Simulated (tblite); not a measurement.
Run record: tight-binding relaxation, `COC[C@@H](C)[Se][GeH3]`.

Computed with GFN2-xTB geometry optimisation, gas phase (tblite 0.8.0). Start geometry: from a force field or distance geometry. A driver script takes a list of jobs; this job's settings line and coordinates (Å) are shown.

Command:
```bash
OMP_NUM_THREADS=1 python probes_run.py task.json out
```

Input:
```
{"job": {"kind": "relax", "xc": "GFN2-xTB", "basis": "xTB"}, "charge": 0, "multiplicity": 1}
C     -2.431700    -1.246400     0.170300
O     -1.246100    -1.242200     0.833800
C     -0.635300    -0.018800     0.799100
C     -0.326400     0.501700    -0.596000
C      0.332000     1.869300    -0.422100
Se     0.975200    -0.625600    -1.499500
Ge     2.839200    -0.783500    -0.081900
H     -2.835500    -2.291100     0.283900
H     -2.358600    -1.048200    -0.920800
H     -3.189600    -0.569000     0.616600
H     -1.302500     0.764000     1.253600
H      0.302000    -0.022700     1.388600
H     -1.245100     0.610200    -1.224300
H     -0.140600     2.542500    -1.197300
H      1.389300     1.776100    -0.682200
H      0.118300     2.323600     0.563400
H      3.224100     0.614900     0.425300
H      2.442900    -1.769400     1.063400
H      4.078600    -1.376300    -0.781500
```

Give the output.

```
step      E/eV     max force
  0    -648.61400    2.643
  1    -648.83866    0.985
  2    -648.92381    0.713
  3    -648.99335    0.709
  4    -649.03973    0.509
  5    -649.07127    0.429
  6    -649.09184    0.348
  7    -649.10794    0.333
  8    -649.12176    0.360
  9    -649.13312    0.314
... (195 lines left out)
205    -649.48584    0.019
206    -649.48587    0.028
207    -649.48596    0.013
208    -649.48600    0.013
209    -649.48608    0.013
210    -649.48612    0.015
211    -649.48617    0.015
212    -649.48622    0.011
213    -649.48624    0.011
214    -649.48626    0.009
```

«max force» is the largest atomic force in eV/Å.

Summary of the converged run: energy lowered by 20.1 kcal/mol over 214 steps; largest atomic force 0.009 eV/Å at the end.

Time: 12 s wall, 6.0 s CPU. Hardware: one thread of an Intel Xeon at 2.50 GHz, no GPU (shared host).
Labels such as C1 count atoms from 1, the log's own numbers from 0.
